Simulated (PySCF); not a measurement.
HF2S (SMILES F[SH+]F), charge +1, singlet, geometry from GFN2-xTB. Base run: HF/6-31G** run with PySCF.

PySCF was given this input:
```python
from pyscf import gto, scf

mol = gto.Mole()
mol.atom = '''
    F    -1.185564   -0.381574   -0.341018
    S    -0.004243    0.325640    0.408954
    F     1.194496   -0.358979   -0.334315
    H    -0.012500    1.454741   -0.465264
'''
mol.basis = '6-31g**'
mol.charge = 1
mol.spin = 0
mol.verbose = 4
mol.build()

mf = scf.RHF(mol)
mf.kernel()
mf.analyze()
```

The base run was repeated with changes; each row names its change, and settings that it needs were set with it.

```csv
change,ΔE vs base (µEh),SCF cycles
base,0.0,10
level_shift = 0.5 (with mf.max_cycle = 100),0.0,14
solver = newton,0.0,-
init_guess = 1e,0.0,13
diis_space = 4,0.0,11
solver = newton; init_guess = 1e,0.0,-
init_guess = atom,0.0,10
conv_tol_grad = 1e-7,0.0,13
level_shift = 0.1 (with mf.max_cycle = 100),0.0,11
conv_tol = 1e-12,0.0,12
diis_space = 12,0.0,10
level_shift = 0.3 (with mf.max_cycle = 100),0.0,12
DIIS = EDIIS,0.0,40
```
